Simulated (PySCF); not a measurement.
## Highest orbital energy against ionisation energy along the 5p block

Calculated with PySCF 2.14, no spin-orbit coupling. Each cell gives −ε(HOMO) / ΔSCF in eV; NIST values include spin-orbit coupling, (s) semi-empirical, (t) theoretical.

```csv
species,UHF,LDA,PBE,PBE0,r2SCAN,NIST (lowest levels)
"In (x2c-QZVPPall, spin-free X2C)",5.486 / 5.219,2.863 / 5.726,2.831 / 5.599,3.601 / 5.628,3.059 / 5.721,5.786
"Sn (x2c-QZVPPall, spin-free X2C)",7.267 / 6.850,4.174 / 7.423,4.118 / 7.268,5.035 / 7.313,4.408 / 7.409,7.344
"Sb (x2c-QZVPPall, spin-free X2C)",9.096 / 8.572,5.524 / 9.127,5.460 / 8.965,6.520 / 9.041,5.826 / 9.163,8.608
"Te (x2c-QZVPPall, spin-free X2C)",8.496 / 7.732,5.403 / 9.015,5.265 / 8.739,6.287 / 8.736,5.505 / 8.748,9.010
"I (x2c-QZVPPall, spin-free X2C)",10.416 / 9.541,6.874 / 10.804,6.723 / 10.513,7.875 / 10.536,7.000 / 10.537,10.451
"Xe (x2c-QZVPPall, spin-free X2C)",12.422 / 11.450,8.387 / 12.625,8.233 / 12.330,9.522 / 12.391,8.586 / 12.416,12.130
```

Task: How far is −ε(HOMO) from ΔSCF on average for each method, and why?

Result: UHF 0.64 eV; LDA -3.58 eV; PBE -3.46 eV; PBE0 -2.47 eV; r2SCAN -3.27 eV. Hartree-Fock orbital energies lack relaxation and so exceed the ΔSCF value; semilocal functionals have convex E(N) from self-interaction, so their HOMO lies far too high; exact exchange moves hybrids part of the way back.
